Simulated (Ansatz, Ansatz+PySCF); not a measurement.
```yaml
atoms:
  - { symbol: C, position_ang: [-0.0098, 0.0021, -0.6679] }
  - { symbol: C, position_ang: [-0.0008, -0.0014, 0.6780] }
  - { symbol: C, position_ang: [-0.0043, 1.2330, -1.5221] }
  - { symbol: C, position_ang: [0.0080, -1.2247, 1.5331] }
  - { symbol: H, position_ang: [-0.0093, -0.9580, -1.1956] }
  - { symbol: H, position_ang: [0.0057, 0.9540, 1.1899] }
  - { symbol: H, position_ang: [-0.0031, 2.1548, -0.9207] }
  - { symbol: H, position_ang: [0.8778, 1.2494, -2.1799] }
  - { symbol: H, position_ang: [-0.8772, 1.2448, -2.1926] }
  - { symbol: H, position_ang: [0.0074, -2.1397, 0.9223] }
  - { symbol: H, position_ang: [0.8922, -1.2513, 2.1841] }
  - { symbol: H, position_ang: [-0.8888, -1.2561, 2.1949] }
```

Basis set: def2-SVP (spherical functions). Left uncorrelated: 4 orbitals. Charge 0, multiplicity 1.

Computed with Ansatz (development build ahead of 0.2.0); each method stands on the lowest determinant of its kind that the runs found. Restricted open shells among the atoms or ions are ROHF, correlated in semicanonical orbitals with singles.

The atomization energy at this shape (free ground-state atoms in the same class of orbitals less the molecule, no zero-point energy) of singlet C4H8:

```json
{"method": "RHF-MP2", "atomization energy": "1121.40 kcal/mol"}
{"method": "UHF-MP2", "atomization energy": "1120.66 kcal/mol"}
{"method": "UHF", "atomization energy": "894.04 kcal/mol"}
```

(1) What does RHF give?

Answers

(1) 904.25 kcal/mol.
